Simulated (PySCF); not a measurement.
Structure problem from calculated spectra and properties.

Formula: C4H7N3Si.

| Property | Result |
| --- | --- |
| 13C NMR | chemical shifts (computed TMS as zero) by class: 164.8 (1 C), 160.9 (1 C), 130.4 (1 C), 24.6 (1 C) ppm [GIAO PBE0/pcSseg-1] |
| UV, first state | lowest singlet excitation: 3.34 eV (371 nm, f = 0.004) [TDDFT PBE0/def2-SVPD] |
| 1H NMR | chemical shifts (computed TMS as zero) by class: 7.56 (1 H), 4.62 (3 H), 2.87 (3 H) ppm [GIAO PBE0/pcSseg-1] |
| Rotational structure | rotational constants A, B, C: 3.806, 1.155, 0.900 GHz [GFN2-xTB] |
| UV, strongest line | among the 8 lowest singlet transitions: S5 at 5.82 eV (213 nm, f = 0.009) [TDDFT PBE0/def2-SVPD] |
| NMR, other nuclei | isotropic shieldings of nuclei other than C and H, by class: -267 (1 N), -184 (1 N), -161 (1 N), 420 (1 Si) ppm [GIAO PBE0/pcSseg-1] |
| Polarisability | 93.1 au [PBE0/def2-SVPD] |

The electronic properties come from PySCF, for the isolated species, density fitting. Levels stand in brackets. Geometry: GFN2-xTB; no solvent, vibrations or thermal averaging. NMR classes are plain means over equivalent atoms (diastereotopic ones count apart unless rotation or inversion swaps them), as if these changed places fast.

Question: Give a SMILES that accounts for the data.

Answer: Numbering: `[CH3:1][c:2]1[cH:3][c:4]([SiH3:5])[n:6][n:7][n:8]1`. Its formula, C4H7N3Si, gives 4 degrees of unsaturation: 1 ring and 3 π bonds in the structure found (Kekulé form). 4 carbons fall into 4 classes; from least to most shielded: substituted aromatic carbon [C4] (164.8 ppm), substituted aromatic carbon [C2] (160.9 ppm), aromatic CH carbon [C3] (130.4 ppm), benzylic-type carbon [C1] (24.6 ppm). Hydrogen classes from least to most shielded: 1 H on an aromatic CH carbon, C3 (7.56 ppm), 3 H on an SiH3 silicon, Si5 (4.62 ppm), 3 H on a benzylic-type carbon, C1 (2.87 ppm). The other shieldings belong to: -267 ppm, pyridine-type nitrogen [N7]; -184 ppm, pyridine-type nitrogen [N6]; -161 ppm, pyridine-type nitrogen [N8]; 420 ppm, SiH3 silicon [Si5]. S1 is mainly HOMO→LUMO (weight 0.94); the largest Löwdin shares of the orbital it empties are 0.46 on a pyridine-type nitrogen, 0.20 on a pyridine-type nitrogen, 0.19 on a pyridine-type nitrogen and 0.05 on a substituted aromatic carbon, of the orbital it fills 0.21 on the aromatic CH carbon, 0.20 on a pyridine-type nitrogen, 0.19 on a pyridine-type nitrogen and 0.18 on a substituted aromatic carbon. The optimised geometry has point group Cs and is an asymmetric top. Structure: `CC1=CC([SiH3])=NN=N1`. Computed isomers that give other values at the same levels: `C=Cn1nncc1[SiH3]` (13C chemical shifts (computed TMS as zero) by class: 146.8 (1 C), 134.7 (1 C), 129.8 (1 C), 112.1 (1 C) ppm); `[SiH3]Nc1ccnnc1` (13C chemical shifts (computed TMS as zero) by class: 154.0 (1 C), 148.5 (1 C), 141.7 (1 C), 115.5 (1 C) ppm); `C=Cn1ncc([SiH3])n1` (13C chemical shifts (computed TMS as zero) by class: 147.8 (1 C), 141.6 (1 C), 139.4 (1 C), 110.3 (1 C) ppm). The assignments are read from this structure; whether some other isomer fits the data as well wasn't checked.
